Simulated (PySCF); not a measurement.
Cost of one run: EPR job, `[N-]=[C]c1ccsc1` [radical].

Method: UKS B3LYP, pcH-1 on C H N S, non-relativistic, mean-field spin-orbit, GIAO (PySCF 2.14.0). Geometry: GFN2-xTB. Work: unrestricted SCF, g, hyperfine, density and orbital grids written, density fitting. The input is one job of a driver script: a line of settings, then coordinates in Å.

Command:
```bash
OMP_NUM_THREADS=1 python probes_run.py task.json out
```

Input:
```
{"job": {"kind": "epr", "basis": "pcH-1"}, "charge": -1, "multiplicity": 2}
N     -2.682929    -1.658925     0.074949
C     -1.734543    -0.978213     0.047901
C     -0.606778    -0.189124     0.014427
C      0.696496    -0.679488     0.246610
C      1.672732     0.251004     0.079810
S      1.034682     1.830374    -0.348512
C     -0.615550     1.219581    -0.174648
H      0.903486    -1.708495     0.507940
H      2.735176     0.143581     0.200981
H     -1.393889     1.774359    -0.671986
```

Hardware: Arm Neoverse V1, one thread, no GPU, shared host. PySCF's memory limit was set to 1600 MB.

Question: How large is the basis?

Answer: 215 functions.

Question: What wall time should be expected on this hardware?

Answer: About 42 s. CPU seconds by part: SCF 16, spin–orbit mean field 1.7, g tensor 15, hyperfine 6.

Question: How much memory does it need at the peak?

Answer: About 0.74 GiB. Peak memory is the resident size of the whole Python process, interpreter and libraries included.

Question: At this speed, how long would 5000 such jobs take on 96 cores, one job a core?

Answer: 5000/96 gives 53 rounds of 42 s, about 37 min of wall time and 58 core-hours, if the jobs don't slow each other.

Times come from a shared host and carry two figures at best.

The run converged: ⟨S²⟩ 0.757; g_iso 2.0037.
